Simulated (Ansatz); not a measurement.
Total energies of `BCS[SiH2]F`.

```xyz
11

B    -0.8769   -1.1970   -1.8105
C    -0.4615   -0.2021   -0.6929
S     0.6875   -0.8833    0.5469
Si    1.0262    0.8297    1.7204
F    -0.2735    1.2583    2.5527
H    -0.5441   -2.3441   -1.8080
H    -1.5745   -0.7816   -2.6898
H    -1.3922    0.1219   -0.2058
H    -0.0459    0.7053   -1.1475
H     1.3478    1.9934    0.8595
H     2.1071    0.4994    2.6750
```

Charge 0, multiplicity 1. The structure was optimised at the PBE0-D4/def2-TZVP level. It is one conformer, not always the lowest. Basis def2-TZVPP, Ansatz.

RPA on PBE orbitals: Hartree–Fock energy of these orbitals -852.04928 Eh, correlation -1.38593 Eh (frozen core).

| functional | energy without D4 (Eh) | D4 term (kJ/mol) |
| --- | --- | --- |
| LDA (SPW92) | -850.38474 | – |
| PBE | -853.71824 | -23.9 |
| revPBE | -854.05028 | -70.6 |
| BLYP | -854.18702 | -52.5 |
| B97M-V | -854.04603 | – |
| B3LYP | -854.29416 | -38.8 |
| HSE06 (plane-wave form) | -853.77581 | -18.9 |
| CAM-B3LYP | -854.19798 | -20.7 |
| ωB97M-V | -854.13611 | – |
| PBE-QIDH | -853.61050 | – |

Problem. Give the same for r2SCAN, PBE0, r2SCANh, r2SCAN0, BHLYP, LC-ωPBE, ωB97X-V, B2PLYP. (Best estimate.)

Solution. Ansatz gave: 
| functional | energy without D4 (Eh) | D4 term (kJ/mol) |
| --- | --- | --- |
| r2SCAN | -854.10594 | -5.8 |
| PBE0 | -853.79853 | -20.2 |
| r2SCANh | -854.09607 | -6.2 |
| r2SCAN0 | -854.08245 | -6.9 |
| BHLYP | -854.17297 | -30.3 |
| LC-ωPBE | -853.93920 | – |
| ωB97X-V | -854.09076 | – |
| B2PLYP | -853.87919 | – |

B3LYP takes the VWN-RPA correlation (the form of Gaussian; ORCA's B3LYP/G). HSE06 is the plane-wave form, built on full-range PBE exchange. The double hybrids freeze the cores in their second-order part.

LC-ωPBE has ω = 0.4 bohr⁻¹.
